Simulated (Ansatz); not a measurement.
Job for Ansatz (a first-principles code): R-CCSD(T)/cc-pVDZ on H2OSe (SMILES O[SeH]), a point of a torsion scan. The run froze 15 orbitals, filled d shells among them.

Ansatz 0.2 input:
```yaml
crystal:
  periodic: [false, false, false]
  atoms:
    - {symbol: O, position_ang: [-0.90299456, 0.21031919, 0.34658916]}
    - {symbol: Se, position_ang: [0.72688524, 0.73445473, -0.23016307]}
    - {symbol: H, position_ang: [-1.26422395, -0.45777253, -0.24350018]}
    - {symbol: H, position_ang: [1.37124229, -0.57895090, -0.14347264]}
basis:
  gaussian:
    orbitals: cc-pVDZ
magnetization: {spin_polarized: false}
correlation: {method: ccsd_t, electrons: outside_noble_gas}
scf: {lower_state_search: off}
```

Output:

```
WARN ansatz: RAYON_NUM_THREADS=1 ignored (pool sized by the plan → 1); use --threads N
Functional definition: HF
these checks for a lower state are left out or cut short: stability, starts, cluster_reference, orbital_swaps, neighbouring_geometries, increment
integrals: 0.02 GiB planned
544 factors; integrals over basis functions are off by at most 1.2e-3 eV
mean field: 0.10 GiB planned
mean field evaluation 1: about -67368.5734 eV, gradient 2.6e1 eV
mean field evaluation 2: about -67368.5882 eV, gradient 2.6e1 eV
mean field evaluation 4: about -67370.0015 eV, gradient 2.1e0 eV
mean field evaluation 8: about -67370.0168 eV, gradient 5.0e-5 eV
mean field -67370.01679486 eV, -2475.8024521737 hartree, gradient 1.9e-6 eV, S^2 0.000000; 0 other end points of the search recorded, 0 dependent functions left out
15 core orbitals not correlated
reference -67370.01679486 eV, -2475.8024521737 hartree; 7, 7 occupied and 29, 29 virtual orbitals, 544 factors
second order -8.42557740 eV of doubles, -0.00000000 eV of singles
coupled cluster: 0.07 GiB planned
cycle   1  -8.72023759 eV  change   -2.9e-1 eV  update   6.7e-2
cycle   2  -8.96277635 eV  change   -2.4e-1 eV  update   2.1e-2
cycle   3  -9.01567895 eV  change   -5.3e-2 eV  update   1.0e-2
cycle   4  -9.01266128 eV  change    3.0e-3 eV  update   2.8e-3
cycle   5  -9.01333506 eV  change   -6.7e-4 eV  update   1.5e-3
cycle   6  -9.01340452 eV  change   -6.9e-5 eV  update   6.1e-4
cycle   7  -9.01312694 eV  change    2.8e-4 eV  update   2.6e-4
cycle   8  -9.01315530 eV  change   -2.8e-5 eV  update   1.2e-4
cycle   9  -9.01318956 eV  change   -3.4e-5 eV  update   5.1e-5
cycle  10  -9.01317328 eV  change    1.6e-5 eV  update   1.8e-5
cycle  11  -9.01318810 eV  change   -1.5e-5 eV  update   5.9e-6
perturbative correction -0.20729124 eV, -0.0076178127 hartree
Total energy: -67379.23727421 eV, -2476.1412985398 hartree
Checks for a lower state left out: stability, starts, cluster_reference, orbital_swaps, neighbouring_geometries, increment
```

Self-consistency was reached.

Cost: about 0.5 core-seconds (a rough figure).
